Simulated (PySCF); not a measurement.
Structure from 2D NMR

Compound of formula C$_{5}$H$_{3}$FO. Correlations simulated from computed shifts and couplings:

HSQC (one-bond C–H):
```csv
δH,δC,"¹J(C,H) (Hz)"
7.36,170.1,207
5.71,123.2,171
2.87,89.6,269
```

COSY cross peaks (|J| ≥ 2 Hz):
```csv
δH,δH,abs. J (Hz),bonds
7.36,5.71,6.8,3
```

HMBC (two and three bonds, |J| ≥ 2.5 Hz):
```csv
δH,δC [abs. J in Hz]
7.36,"175.0 [9.5], 123.2 [13.2]"
5.71,"170.1 [11.5], 86.1 [5.5]"
2.87,"175.0 [4.2], 86.1 [49.4]"
```

Carbons without hydrogens: δ 175.0, 86.1.

How the numbers were obtained: geometry from GFN2-xTB, σ from GIAO-PBE0/pcSseg-1, B3LYP/pcJ-1 coupling constants (spin–dipole term only in couplings to heteroatoms), in PySCF 2.14.0 with density-fitted response routines (isolated molecule, non-relativistic, one conformer).

References, each an isolated molecule treated in the same way: ¹H (31.72 ppm), ¹³C (186.93 ppm) against TMS.

Exchangeable hydrogens are left out of these lists, and C,H couplings along chains are those of one rotamer, so weak HMBC peaks may be missing or extra.

Assemble the structure.

Answers

SMILES C(/C(C#C)=O)=C/F.

Numbering as in the mapped SMILES `[CH:1]#[C:2][C:3](=[O:4])/[CH:5]=[CH:6]\[F:7]`. Each H is labelled by its parent atom.

1. δC 175.0 is C3, a carbonyl carbon of an ynone.
2. δC 170.1 is C6, a β carbon of a C=C–C=O unit (δH 7.36).
3. δC 123.2 is C5, an α carbon of a C=C–C=O unit (δH 5.71).
4. δC 89.6 is C1, a terminal alkyne carbon (δH 2.87).
5. δC 86.1 is C2, an alkyne carbon.
6. HMBC from δH 7.36 reaches the proton-free carbon C3.
7. HMBC from δH 5.71 reaches the proton-free carbon C2.
8. HMBC from δH 2.87 reaches the proton-free carbons C3, C2.
9. COSY links 7.36–5.71.

This is the structure that produced the data.

Common functionals overestimate the size of one-bond C–F couplings by tens of Hz; these are unscaled. Unscaled 3J(H,H) at this level run about 10 % above measured values. Shifts are as computed. Against solution values, carbons near 30 ppm lie about +3 ppm off and those near 130 ppm about +5 ppm. Of 1211 compounds with measured shifts, 218 miss one by over three times the rms of a fit or turn the order of signals round; such compounds aren't used in these exercises.
